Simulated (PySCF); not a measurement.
C4H5NS. Atoms are numbered in the order given.

```xyz
11

C     -0.1798    -2.4503     0.0000
C     -0.0322    -0.9584     0.0000
C     -1.0698    -0.0398     0.0000
S     -0.4504     1.5761     0.0000
C      1.1684     0.9081     0.0000
N      1.2295    -0.3974     0.0000
H     -1.2432    -2.7540     0.0000
H      0.3139    -2.8902    -0.8907
H      0.3139    -2.8902     0.8907
H     -2.1491    -0.2329     0.0000
H      2.0441     1.5744     0.0000
```

Coordinates come from a PBE-D3(BJ)/def2-SVP optimisation.

Level of theory: PBE/def2-TZVP run with PySCF.

Symmetry labels are those of the subgroup Cs that the program uses (full group Cs).

### Question
List the valence orbital energies around the gap with their symmetry. (An estimate is asked for; the answer gives what the named calculation found.)

### Answer

```
orbital  symmetry  energy (eV)
-------  --------  -----------
HOMO−7         A'       -10.49
HOMO−6         A'       -10.02
HOMO−5         A'        -9.44
HOMO−4         A"        -9.38
HOMO−3         A'        -8.72
HOMO−2         A"        -6.98
HOMO−1         A'        -6.44
HOMO           A"        -5.91
LUMO           A"        -1.70
LUMO+1         A'        -0.57
LUMO+2         A"        -0.11
LUMO+3         A'         0.70
```
